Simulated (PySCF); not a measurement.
C2H6Sn, SMILES [CH3][Sn][CH3] (connectivity only; charge and spin as stated), neutral, multiplicity 1.

Geometry optimised at PBE-D3(BJ)/def2-SVP. The def2 effective core potentials stand for the cores of Sn; spin–orbit coupling is left out.

Calculation: TDA-ωB97X/def2-SVPD run with PySCF.

Vertical excitations. Gas-phase values at a fixed geometry. State labels are in the subgroup C2.

```json
[
 {"state": "S1", "symmetry": "B", "energy (eV)": "2.51", "λ (nm)": "494", "f": "0.035", "main pairs": "HOMO→LUMO 98 %"},
 {"state": "S2", "symmetry": "A", "energy (eV)": "3.83", "λ (nm)": "324", "f": "0.000", "main pairs": "HOMO−1→LUMO 98 %"},
 {"state": "S3", "symmetry": "B", "energy (eV)": "5.80", "λ (nm)": "214", "f": "0.364", "main pairs": "HOMO→LUMO+1 94 %"},
 {"state": "S4", "symmetry": "A", "energy (eV)": "6.03", "λ (nm)": "206", "f": "0.124", "main pairs": "HOMO→LUMO+2 94 %"},
 {"state": "S5", "symmetry": "A", "energy (eV)": "6.26", "λ (nm)": "198", "f": "0.285", "main pairs": "HOMO→LUMO+3 86 %"},
 {"state": "S6", "symmetry": "A", "energy (eV)": "7.23", "λ (nm)": "171", "f": "0.292", "main pairs": "HOMO−1→LUMO+1 72 %, HOMO→LUMO+4 16 %"},
 {"state": "S7", "symmetry": "B", "energy (eV)": "7.32", "λ (nm)": "169", "f": "0.037", "main pairs": "HOMO−1→LUMO+2 50 %, HOMO−1→LUMO+3 37 %, HOMO→LUMO+6 10 %"},
 {"state": "S8", "symmetry": "A", "energy (eV)": "7.58", "λ (nm)": "164", "f": "0.000", "main pairs": "HOMO→LUMO+5 94 %"},
 {"state": "S9", "symmetry": "A", "energy (eV)": "7.77", "λ (nm)": "160", "f": "0.005", "main pairs": "HOMO→LUMO+4 75 %, HOMO−1→LUMO+1 16 %"},
 {"state": "S10", "symmetry": "B", "energy (eV)": "7.82", "λ (nm)": "159", "f": "0.043", "main pairs": "HOMO→LUMO+7 90 %"},
 {"state": "T1", "symmetry": "B", "energy (eV)": "1.63", "λ (nm)": "760", "f": "0", "main pairs": "HOMO→LUMO 98 %"},
 {"state": "T2", "symmetry": "A", "energy (eV)": "3.55", "λ (nm)": "349", "f": "0", "main pairs": "HOMO−1→LUMO 98 %"},
 {"state": "T3", "symmetry": "B", "energy (eV)": "4.77", "λ (nm)": "260", "f": "0", "main pairs": "HOMO→LUMO+1 88 %"},
 {"state": "T4", "symmetry": "A", "energy (eV)": "5.67", "λ (nm)": "219", "f": "0", "main pairs": "HOMO→LUMO+3 67 %, HOMO−1→LUMO+1 11 %"}
]
```
Triplets are in the Tamm–Dancoff approximation.
